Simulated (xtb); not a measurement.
Cl$_{5}$Nb (SMILES [Cl][Nb]([Cl])([Cl])([Cl])[Cl]), singlet, from a rough starting geometry (GFN-xTB shapes and energies of metal compounds can be far from the true ones); GFN2-xTB (xtb).

The xtb input:
```
$ xtb mol.xyz --gfn 2 --opt vtight --json

# file mol.xyz
6

Nb    -0.02524885     0.04515321     0.04067157
Cl     1.85721298    -0.37929565    -1.21634590
Cl     0.96326542    -0.99450963     1.84271546
Cl    -0.96898957     1.00117796    -1.80629370
Cl    -1.64070488    -1.57283519     0.11438866
Cl    -0.19476989     1.94718745     1.14520478
```

Output, abridged:

```
   ID    Z sym.   atoms
    1   41 Nb     1
    2   17 Cl     2-6

           -------------------------------------------------
          |                Calculation Setup                |
           -------------------------------------------------

           -------------------------------------------------
          |                 G F N 2 - x T B                 |
           -------------------------------------------------

          ...................................................
          :                      SETUP                      :
          :.................................................:
          :  # basis functions                  60          :
          :  # atomic orbitals                  54          :
          :  # shells                           18          :
          :  # electrons                        40          :
          :  max. iterations                   250          :
          :  Hamiltonian                  GFN2-xTB          :
          :  restarted?                      false          :
          :  GBSA solvation                  false          :
          :  PC potential                    false          :
          :  electronic temp.          300.0000000     K    :
          :  accuracy                    1.0000000          :
          :  -> integral cutoff          0.2500000E+02      :
          :  -> integral neglect         0.1000000E-07      :
          :  -> SCF convergence          0.1000000E-05 Eh   :
          :  -> wf. convergence          0.1000000E-03 e    :
          :  Broyden damping             0.4000000          :
          :  net charge                          0          :
          :  unpaired electrons                  0          :
          ...................................................

 iter      E             dE          RMSdq      gap      omega  full diag
   1     -7.6096054 -0.760961E+01  0.345E+01    0.52       0.0  T
   2    -13.8260371 -0.621643E+01  0.303E+01   11.95       1.0  T
   3    -18.8429232 -0.501689E+01  0.210E+01   10.80       1.0  T
   4    -23.4358540 -0.459293E+01  0.124E+01    4.36       1.0  T
   5    -21.9499872  0.148587E+01  0.147E+01    6.38       1.0  T
   6    -24.7659140 -0.281593E+01  0.463E+00    1.93       1.0  T
   7    -21.0165417  0.374937E+01  0.191E+01    0.99       1.0  T
   8    -24.0526289 -0.303609E+01  0.933E+00    1.52       1.0  T
   9    -18.0845432  0.596809E+01  0.244E+01    0.77       1.0  T
  10    -18.5047456 -0.420202E+00  0.229E+01    0.80       1.0  T
  11    -21.3685090 -0.286376E+01  0.165E+01    1.02       1.0  T
  12    -24.8604114 -0.349190E+01  0.198E+00    2.09       1.0  T
  13    -24.4418519  0.418559E+00  0.724E+00    3.17       1.0  T
  14    -24.7210454 -0.279194E+00  0.496E+00    2.77       1.0  T
  15    -24.8652194 -0.144174E+00  0.266E+00    2.42       1.0  T
  16    -24.8533586  0.118609E-01  0.284E+00    2.47       1.0  T
  17    -24.8521492  0.120934E-02  0.254E+00    2.48       1.0  T
  18    -24.8742504 -0.221011E-01  0.836E-01    2.16       1.0  T
  19    -24.8681484  0.610197E-02  0.110E+00    2.14       1.0  T
  20    -24.8705775 -0.242907E-02  0.101E+00    2.14       1.0  T
  21    -24.8794497 -0.887223E-02  0.598E-01    2.19       1.0  T
  22    -24.8781042  0.134546E-02  0.671E-01    2.18       1.0  T
  23    -24.8847619 -0.665768E-02  0.890E-02    2.26       1.0  T
  24    -24.8846437  0.118168E-03  0.102E-01    2.25       1.0  T
  25    -24.8847682 -0.124481E-03  0.552E-02    2.26       1.0  T
  26    -24.8847713 -0.307554E-05  0.346E-02    2.26       1.2  T
  27    -24.8847709  0.359464E-06  0.337E-02    2.26       1.2  T
  28    -24.8847382  0.327094E-04  0.713E-02    2.25       1.0  T
  29    -24.8847666 -0.283409E-04  0.432E-02    2.26       1.0  T
  30    -24.8847765 -0.999084E-05  0.155E-02    2.26       2.6  T
  31    -24.8847717  0.486299E-05  0.266E-02    2.26       1.5  T
  32    -24.8847763 -0.464147E-05  0.107E-02    2.26       3.8  T
  33    -24.8847770 -0.689830E-06  0.346E-03    2.26      11.8  T
  34    -24.8847771 -0.483888E-07  0.260E-03    2.26      15.7  T
  35    -24.8847771 -0.584496E-07  0.425E-04    2.26      96.1  T
  36    -24.8847771 -0.482139E-10  0.175E-04    2.26     232.7  T

   *** convergence criteria satisfied after 36 iterations ***

         :::::::::::::::::::::::::::::::::::::::::::::::::::::
         ::                     SUMMARY                     ::
         :::::::::::::::::::::::::::::::::::::::::::::::::::::
         :: total energy             -24.865802547408 Eh    ::
         :: gradient norm              0.019490687472 Eh/a0 ::
         :: HOMO-LUMO gap              2.260198260556 eV    ::
         ::.................................................::
         :: SCC energy               -24.884766228422 Eh    ::
         :: -> isotropic ES            0.026463029465 Eh    ::
         :: -> anisotropic ES         -0.000092924021 Eh    ::
         :: -> anisotropic XC         -0.000039496762 Eh    ::
         :: -> dispersion             -0.009130931247 Eh    ::
         :: repulsion energy           0.018963681014 Eh    ::
         :: add. restraining           0.000000000000 Eh    ::
         :: total charge              -0.000000000000 e     ::
         :::::::::::::::::::::::::::::::::::::::::::::::::::::

      -----------------------------------------------------------
     |                   =====================                   |
     |                        A N C O P T                        |
     |                   =====================                   |
     |               Approximate Normal Coordinate               |
     |                Rational Function Optimizer                |
      -----------------------------------------------------------
      -----------------------------------------------------------
     |                   =====================                   |
     |                        A N C O P T                        |
[...]
 * total energy  :   -24.8658025 Eh     change        0.5080381E-12 Eh
 * total energy  :   -24.8662584 Eh     change       -0.4558172E-03 Eh
 * total energy  :   -24.8668400 Eh     change       -0.5816796E-03 Eh
 * total energy  :   -24.8669212 Eh     change       -0.8112263E-04 Eh
 * total energy  :   -24.8669464 Eh     change       -0.2525527E-04 Eh
 * total energy  :   -24.8669070 Eh     change        0.3943491E-04 Eh
 * total energy  :   -24.8669537 Eh     change       -0.4671150E-04 Eh
 * total energy  :   -24.8669436 Eh     change        0.1006036E-04 Eh
 * total energy  :   -24.8669535 Eh     change       -0.9888071E-05 Eh
 * total energy  :   -24.8669509 Eh     change        0.2579975E-05 Eh
 * total energy  :   -24.8669605 Eh     change       -0.9585788E-05 Eh
 * total energy  :   -24.8669606 Eh     change       -0.2395367E-07 Eh
   *** GEOMETRY OPTIMIZATION CONVERGED AFTER 12 ITERATIONS ***
[...]
   2    -24.8855818  0.119158E-09  0.248E-04    2.31     164.9  T
   3    -24.8855818  0.142091E-08  0.405E-04    2.31     100.8  T

   *** convergence criteria satisfied after 3 iterations ***

         :::::::::::::::::::::::::::::::::::::::::::::::::::::
         ::                     SUMMARY                     ::
         :::::::::::::::::::::::::::::::::::::::::::::::::::::
         :: total energy             -24.866960555461 Eh    ::
         :: gradient norm              0.000102350158 Eh/a0 ::
         :: HOMO-LUMO gap              2.305017750999 eV    ::
         ::.................................................::
         :: SCC energy               -24.885571012977 Eh    ::
         :: -> isotropic ES            0.026558834938 Eh    ::
         :: -> anisotropic ES         -0.000075468489 Eh    ::
         :: -> anisotropic XC          0.000006659139 Eh    ::
         :: -> dispersion             -0.009134408542 Eh    ::
         :: repulsion energy           0.018610457516 Eh    ::
         :: add. restraining           0.000000000000 Eh    ::
         :: total charge               0.000000000000 e     ::
         :::::::::::::::::::::::::::::::::::::::::::::::::::::

           -------------------------------------------------
          |                Property Printout                |
           -------------------------------------------------

    * Orbital Energies and Occupations

         #    Occupation            Energy/Eh            Energy/eV
      -------------------------------------------------------------
         1        2.0000           -1.1360389             -30.9132
       ...           ...                  ...                  ...
         8        2.0000           -0.4989363             -13.5767
         9        2.0000           -0.4919402             -13.3864
        10        2.0000           -0.4919334             -13.3862
        11        2.0000           -0.4841593             -13.1746
        12        2.0000           -0.4814720             -13.1015
        13        2.0000           -0.4814622             -13.1013
        14        2.0000           -0.4738236             -12.8934
        15        2.0000           -0.4691818             -12.7671
        16        2.0000           -0.4540435             -12.3552
        17        2.0000           -0.4540426             -12.3551
        18        2.0000           -0.4515948             -12.2885
        19        2.0000           -0.4515724             -12.2879
        20        2.0000           -0.4483086             -12.1991 (HOMO)
        21                         -0.3636008              -9.8941 (LUMO)
        22                         -0.3635746              -9.8934
        23                         -0.3254759              -8.8567
        24                         -0.3254332              -8.8555
        25                         -0.1617243              -4.4007
        26                         -0.0319470              -0.8693
        27                         -0.0191404              -0.5208
        28                         -0.0191399              -0.5208
        29                         -0.0190480              -0.5183
        30                         -0.0183012              -0.4980
        31                         -0.0183007              -0.4980
       ...                                ...                  ...
        54                          1.1081122              30.1533
      -------------------------------------------------------------
                  HL-Gap            0.0847078 Eh            2.3050 eV
             Fermi-level           -0.4059547 Eh          -11.0466 eV

     #   Z          covCN         q      C6AA      α(0)
     1  41 Nb       3.833     0.346   174.684    20.517
     2  17 Cl       0.785    -0.029    99.932    15.292
     3  17 Cl       0.793    -0.130   103.071    15.530
     4  17 Cl       0.793    -0.130   103.069    15.530
     5  17 Cl       0.786    -0.029    99.930    15.292
     6  17 Cl       0.785    -0.029    99.931    15.292

 Mol. C6AA /au·bohr⁶  :       4031.686551
 Mol. C8AA /au·bohr⁸  :     226110.116064
 Mol. α(0) /au        :         97.453789

Wiberg/Mayer (AO) data.
largest (>0.10) Wiberg bond orders for each atom

 ---------------------------------------------------------------------------
     #   Z sym  total        # sym  WBO       # sym  WBO       # sym  WBO
 ---------------------------------------------------------------------------
     1  41 Nb   6.618 --     5 Cl   1.372     6 Cl   1.372     2 Cl   1.372
                             4 Cl   1.251     3 Cl   1.251
     2  17 Cl   1.668 --     1 Nb   1.372
     3  17 Cl   1.530 --     1 Nb   1.251     4 Cl   0.108
     4  17 Cl   1.531 --     1 Nb   1.251     3 Cl   0.108
     5  17 Cl   1.668 --     1 Nb   1.372
     6  17 Cl   1.668 --     1 Nb   1.372
 ---------------------------------------------------------------------------

Topologies differ in total number of bonds
Writing topology from bond orders to xtbtopo.mol

molecular dipole:
                 x           y           z       tot (Debye)
 q only:        0.000       0.000      -0.000
   full:        0.001       0.001      -0.001       0.004
molecular quadrupole (traceless):
                xx          xy          yy          xz          yz          zz
 q only:        0.916       1.141       0.938      -2.123       2.104      -1.854
  q+dip:        0.813       1.007       0.827      -1.882       1.864      -1.639
   full:        0.936       1.161       0.954      -2.168       2.147      -1.890

optimized geometry written to: xtbopt.xyz

           -------------------------------------------------
          | TOTAL ENERGY              -24.866960555461 Eh   |
          | GRADIENT NORM               0.000102350158 Eh/α |
          | HOMO-LUMO GAP               2.305017750999 eV   |
           -------------------------------------------------

normal termination of xtb
```
